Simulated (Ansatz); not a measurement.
Si₂₀H₂₈, a nanocrystal cut from cubic silicon, relaxed as a singlet with RKS PBE-D4/def2-SVP in Ansatz, starting from the GFN2-xTB geometry. Force threshold 0.03 eV/Å.

Single mean-field runs in def2-SVP are fitted with def2-universal-jkfit.

Start:

```xyz
48

Si   -2.826   -3.318   -0.587
Si    3.134   -2.565    1.869
Si    3.613    1.095   -0.662
Si   -2.674    0.025   -2.719
Si    0.512    2.077   -2.739
Si    0.378   -1.127   -0.622
Si   -1.764   -1.258    2.537
Si    1.475    0.872    2.500
Si   -1.655    2.006    0.357
Si    1.582    4.128    0.447
Si    1.502   -2.968    0.279
Si   -1.534   -1.845   -1.851
Si   -3.444   -2.430    1.460
Si    1.798    0.296   -1.890
Si    2.560   -0.965    3.441
Si    2.817    2.284    1.180
Si   -1.246    1.295   -4.064
Si   -3.462    1.337   -0.958
Si   -0.177    3.357   -0.883
Si   -0.434    0.175    1.256
H    -3.998   -3.778   -1.348
H    -2.062   -4.556   -0.367
H     3.613   -3.799    2.511
H     4.327   -2.075    1.157
H     4.479    1.940   -1.494
H     4.514    0.010   -0.250
H    -3.821   -0.446   -3.521
H     1.399    2.932   -3.554
H    -0.819   -2.235    3.116
H    -2.265   -0.539    3.717
H     0.953    1.720    3.594
H    -2.138    2.806    1.499
H     2.418    5.107   -0.263
H     1.077    4.901    1.591
H     1.995   -3.822   -0.810
H     0.443   -3.789    0.902
H    -1.006   -2.571   -3.027
H    -4.061   -3.450    2.322
H    -4.546   -1.485    1.216
H     2.282   -0.493   -3.039
H     3.729   -0.542    4.228
H     1.683   -1.574    4.452
H     3.964    2.745    1.988
H    -0.742    0.494   -5.190
H    -1.955    2.395   -4.737
H    -4.203    2.500   -1.466
H    -4.477    0.623   -0.170
H    -0.938    4.509   -1.408
```

| step | energy (eV) | largest force component (eV/Å) | SCF passes |
| --- | --- | --- | --- |
| 1 | -157885.5242 | 0.682 | 18 |
| 2 | -157886.1000 | 0.370 | 20 |
| 3 | -157886.2333 | 0.059 | 19 |
| 4 | -157886.2354 | 0.019 | 19 |
| 5 | -157886.2378 | 0.014 | 19 |

Force components are those of the run's own axes.

End:

```xyz
48

Si   -2.753   -3.311   -0.614
Si    3.147   -2.508    1.817
Si    3.624    1.059   -0.688
Si   -2.674    0.010   -2.680
Si    0.567    2.056   -2.702
Si    0.378   -1.104   -0.586
Si   -1.699   -1.290    2.587
Si    1.384    0.921    2.500
Si   -1.664    1.993    0.440
Si    1.572    4.094    0.416
Si    1.432   -3.018    0.285
Si   -1.441   -1.832   -1.892
Si   -3.448   -2.359    1.427
Si    1.801    0.212   -1.910
Si    2.491   -0.931    3.442
Si    2.814    2.242    1.178
Si   -1.237    1.311   -4.019
Si   -3.475    1.348   -0.916
Si   -0.234    3.319   -0.881
Si   -0.437    0.151    1.222
H    -3.970   -3.730   -1.404
H    -1.944   -4.549   -0.319
H     3.580   -3.775    2.515
H     4.334   -1.969    1.061
H     4.394    2.016   -1.568
H     4.562   -0.041   -0.262
H    -3.838   -0.483   -3.509
H     1.480    2.933   -3.528
H    -0.766   -2.346    3.126
H    -2.251   -0.520    3.762
H     0.850    1.786    3.619
H    -2.146    2.802    1.622
H     2.448    5.004   -0.410
H     1.054    4.877    1.598
H     1.979   -3.854   -0.846
H     0.382   -3.837    0.997
H    -0.898   -2.579   -3.091
H    -4.028   -3.446    2.300
H    -4.540   -1.356    1.155
H     2.281   -0.610   -3.084
H     3.710   -0.468    4.202
H     1.563   -1.606    4.422
H     3.977    2.719    2.019
H    -0.722    0.477   -5.167
H    -1.983    2.493   -4.588
H    -4.108    2.588   -1.501
H    -4.527    0.617   -0.122
H    -1.020    4.492   -1.422
```

By distances, no bond broke or formed. The bond that changes most is Si6–Si20, from 2.43 to 2.35 Å (atoms count from 1).

The force fell under the threshold at step 4, but the optimiser went on and released 0.002 eV more. No frequencies were taken in this run, so the end may be a saddle point.

Run time 24 s (2 threads of AMD EPYC 7R13 on a shared host and a share (18 GiB) of an NVIDIA H100 80GB HBM3), peak host memory 1.1 GiB.
